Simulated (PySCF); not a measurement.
## Ne⁺ (neon, charge +1) across methods

[He] 2s2 2p4 3d1, one real determinant (an excited configuration). Computed with PySCF 2.14 in aug-cc-pVQZ, with the non-relativistic Hamiltonian (point nucleus).

| method | E (hartree) | mean ε 2p α (eV) | mean ε 2p β (eV) | mean ε 3d α (eV) | Σ⟨r²⟩ (bohr²) | ⟨S²⟩ |
| --- | --- | --- | --- | --- | --- | --- |
| UHF | -126.37996 | -58.493 | -52.620 | -0.089 | 11.43 | 3.754 |
| M06 | -126.6829 | -48.869 | -44.258 | 1.670 | 11.50 | 3.752 |
| BHandHLYP | -126.6969 | -52.175 | -47.528 | 0.955 | 11.46 | 3.752 |
| PBE0 | -126.6221 | -48.765 | -44.317 | 1.448 | 11.48 | 3.752 |
| B3LYP | -126.7189 | -48.114 | -43.891 | 1.558 | 11.49 | 3.752 |
| BLYP | -126.7217 | -45.105 | -41.210 | 2.175 | 11.52 | 3.751 |
| PBE | -126.6158 | -45.227 | -41.142 | 2.091 | 11.52 | 3.751 |
| r2SCAN | -126.6717 | -46.538 | -42.041 | 2.190 | 11.49 | 3.752 |
| LDA | -125.9436 | -45.377 | -40.766 | 2.448 | 11.51 | 3.751 |

⟨L²⟩ = 8.01 against 12 for a pure F term, so this real determinant mixes terms. The outer electron is Rydberg-like, and this basis confines it to a smaller radius and binds it less than a complete one would.

The highest occupied level is positive at M06, BHandHLYP, PBE0, B3LYP, BLYP, PBE, r2SCAN, LDA: only the finite basis holds that electron, which in a density functional comes from self-interaction.
